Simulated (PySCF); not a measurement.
Geometry:
```json
{"atom": "C1", "x (Å)": "-0.586", "y (Å)": "1.821", "z (Å)": "0.523"}
{"atom": "Si2", "x (Å)": "-0.062", "y (Å)": "0.132", "z (Å)": "-0.107"}
{"atom": "C3", "x (Å)": "1.787", "y (Å)": "-0.378", "z (Å)": "-0.259"}
{"atom": "F4", "x (Å)": "1.824", "y (Å)": "-1.653", "z (Å)": "-0.762"}
{"atom": "C5", "x (Å)": "-1.234", "y (Å)": "-1.294", "z (Å)": "-0.490"}
{"atom": "Cl6", "x (Å)": "-1.193", "y (Å)": "-1.882", "z (Å)": "1.242"}
{"atom": "H7", "x (Å)": "0.081", "y (Å)": "2.184", "z (Å)": "1.308"}
{"atom": "H8", "x (Å)": "-0.577", "y (Å)": "2.567", "z (Å)": "-0.274"}
{"atom": "H9", "x (Å)": "-1.597", "y (Å)": "1.796", "z (Å)": "0.930"}
{"atom": "H10", "x (Å)": "2.358", "y (Å)": "0.256", "z (Å)": "-0.947"}
{"atom": "H11", "x (Å)": "2.308", "y (Å)": "-0.399", "z (Å)": "0.705"}
{"atom": "H12", "x (Å)": "-0.852", "y (Å)": "-2.089", "z (Å)": "-1.132"}
{"atom": "H13", "x (Å)": "-2.262", "y (Å)": "-1.060", "z (Å)": "-0.755"}
```

Total charge +1.

Geometry: GFN2-xTB; GIAO shifts from PySCF, gas phase, non-relativistic, averaged over equivalent atoms.

At WP04/6-31G (76 basis functions, 9.3 s wall time on 1 thread of an Arm Neoverse V1, shared host):
```json
{"atoms": "C3", "δ (ppm)": "83.9"}
{"atoms": "C5", "δ (ppm)": "42.3"}
{"atoms": "C1", "δ (ppm)": "10.1"}
{"atoms": "Si2", "δ (ppm)": "213.0"}
{"atoms": "F4", "δ (ppm)": "-252.7"}
{"atoms": "H10/H11", "δ (ppm)": "6.08"}
{"atoms": "H12/H13", "δ (ppm)": "5.19"}
{"atoms": "H7/H8/H9", "δ (ppm)": "2.48"}
```

References, each an isolated molecule treated in the same way: ¹³C (σ = 191.25 ppm) and ²⁹Si (σ = 424.00 ppm) and ¹H (σ = 33.29 ppm) vs TMS; CFCl3 for ¹⁹F (σ = 170.79 ppm).

Estimate the result of repeating the calculation with KT3/aug-pcSseg-1.

Results:


```csv
atoms,δ at KT3/aug-pcSseg-1,change
C3,85.7,+1.8
C5,43.1,+0.8
C1,7.5,-2.6
Si2,204.2,-8.8
F4,-282.2,-29.5
H10/H11,6.27,+0.19
H12/H13,4.98,-0.21
H7/H8/H9,2.17,-0.31
```

δ = σ(ref) − σ, references computed at the same level: ¹³C (σref 185.33), ²⁹Si (σref 361.59), ¹H (σref 31.74) against TMS; ¹⁹F (σref 138.72) vs CFCl3.

The largest change is at F4 (fluorine on an sp3 carbon). Cost: 233 basis functions. The order of the carbon signals is the same at both levels.

Carbons that carry Cl, above all several Cl atoms, come out too deshielded, partly because spin–orbit coupling is missing. Unscaled 19F shifts against computed CFCl3 carry errors that often reach 10 to 50 ppm.
